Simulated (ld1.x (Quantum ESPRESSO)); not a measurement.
Reading a pseudo-wave (cobalt (Co))

Columns: radius, all-electron u(r) and pseudo u(r) of the 3d shell (level -27.39 eV) of cobalt in the configuration [Ne] 3s2 3p6 3d7 4s0 4p0; LDA (PZ), scalar-relativistic, RRKJ scheme, ld1.x (Quantum ESPRESSO) 7.5.

```csv
r (bohr),all-electron,pseudo
0.057,0.0216,0.0060
0.115,0.1125,0.0465
0.172,0.2506,0.1400
0.230,0.4077,0.2887
0.288,0.5577,0.4696
0.345,0.6851,0.6475
0.402,0.7874,0.7971
0.460,0.8651,0.9033
0.518,0.9182,0.9618
0.575,0.9496,0.9829
0.632,0.9642,0.9822
0.690,0.9651,0.9712
0.747,0.9556,0.9564
0.805,0.9379,0.9379
0.862,0.9150,0.9150
0.920,0.8876,0.8876
0.977,0.8579,0.8579
1.035,0.8260,0.8260
1.092,0.7938,0.7938
1.150,0.7606,0.7606
1.208,0.7274,0.7274
1.265,0.6952,0.6952
1.322,0.6635,0.6635
1.380,0.6321,0.6321
1.438,0.6015,0.6015
1.495,0.5723,0.5723
```

Q: How many radial nodes do the two functions have?

A: The all-electron 3d function has n − l − 1 = 0; the pseudo-wave has 0.

Q: At about which radius was the pseudo-wave matched?

A: 0.80 bohr, where the columns begin to agree (steps of 0.06 bohr).

Q: Is the pseudo-wave norm-conserving?

A: Yes: the RRKJ scheme keeps the norm inside the radius equal to the all-electron one, which fixes the energy derivative of the logarithmic derivative at the level.
